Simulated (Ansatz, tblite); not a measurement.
Cost and result up the ladder for CBP, `c1ccc2c(c1)c1ccccc1n2-c1ccc(-c2ccc(-n3c4ccccc4c4ccccc43)cc2)cc1` (62 atoms). The state is a singlet with charge 0. Geometry: PBE-D4/def2-SVP.

```xyz
62

C     8.222    1.195   -1.379
C     6.941    1.485   -1.900
C     5.774    1.035   -1.268
C     5.919    0.277   -0.094
C     7.205   -0.009    0.458
C     8.360    0.455   -0.199
C     6.981   -0.759    1.676
C     7.837   -1.331    2.636
C     7.281   -2.034    3.711
C     5.880   -2.179    3.829
C     5.005   -1.619    2.889
C     5.567   -0.899    1.821
N     4.936   -0.267    0.742
C     3.539   -0.192    0.532
C     2.981   -0.581   -0.702
C     1.601   -0.495   -0.907
C     0.731   -0.040    0.110
C    -0.731    0.040   -0.110
C    -1.644   -0.197    0.944
C    -3.025   -0.132    0.739
C    -3.539    0.192   -0.532
N    -4.936    0.267   -0.742
C    -5.647   -0.392   -1.753
C    -5.185   -1.283   -2.736
C    -6.129   -1.826   -3.618
C    -7.500   -1.498   -3.525
C    -7.958   -0.623   -2.533
C    -7.032   -0.064   -1.633
C    -7.154    0.832   -0.501
C    -8.239    1.500    0.096
C    -8.002    2.337    1.193
C    -6.692    2.520    1.689
C    -5.594    1.866    1.115
C    -5.839    1.013    0.026
C    -2.644    0.439   -1.592
C    -1.264    0.354   -1.381
C     1.307    0.338    1.345
C     2.688    0.274    1.555
H     9.116    1.561   -1.904
H     6.854    2.080   -2.822
H     4.782    1.278   -1.673
H     9.357    0.241    0.215
H     8.928   -1.230    2.536
H     7.938   -2.485    4.470
H     5.465   -2.747    4.675
H     3.918   -1.749    2.981
H     3.637   -0.975   -1.491
H     1.182   -0.833   -1.867
H    -1.264   -0.480    1.937
H    -3.720   -0.358    1.561
H    -4.123   -1.555   -2.807
H    -5.792   -2.526   -4.397
H    -8.213   -1.941   -4.237
H    -9.028   -0.379   -2.451
H    -9.257    1.368   -0.300
H    -8.842    2.864    1.671
H    -6.527    3.193    2.544
H    -4.577    2.026    1.499
H    -3.038    0.723   -2.578
H    -0.582    0.581   -2.214
H     0.664    0.733    2.145
H     3.121    0.609    2.508
```

Ansatz on 2 threads of AMD EPYC 7R13 on a shared host and a share (18 GiB) of an NVIDIA H100 80GB HBM3; xTB runs through tblite on one thread. Times are rough, summed over both states, and most runs start from the orbitals of an earlier one. PBE0-D4/def2-SVP serves as the yardstick here, not as an exact answer. The other state is a triplet.

The xTB rows come from tblite. Single mean-field runs in def2-SVP are fitted with def2-universal-jkfit.

xTB has no spin-polarisation term.

```json
{"level": "GFN2-xTB", "functions": "176", "wall time": "0.4 s", "vertical triplet (eV)": "2.77", "difference from PBE0-D4/def2-SVP (eV)": "-0.44"}
{"level": "GFN1-xTB", "functions": "200", "wall time": "0.79 s", "vertical triplet (eV)": "2.69", "difference from PBE0-D4/def2-SVP (eV)": "-0.52"}
{"level": "PBE-D4/def2-SVP (with forces)", "functions": "652", "wall time": "16 s", "vertical triplet (eV)": "2.78", "difference from PBE0-D4/def2-SVP (eV)": "-0.44"}
{"level": "PBE0-D4/def2-SVP", "functions": "652", "wall time": "20 s", "vertical triplet (eV)": "3.22", "difference from PBE0-D4/def2-SVP (eV)": "0.00"}
```
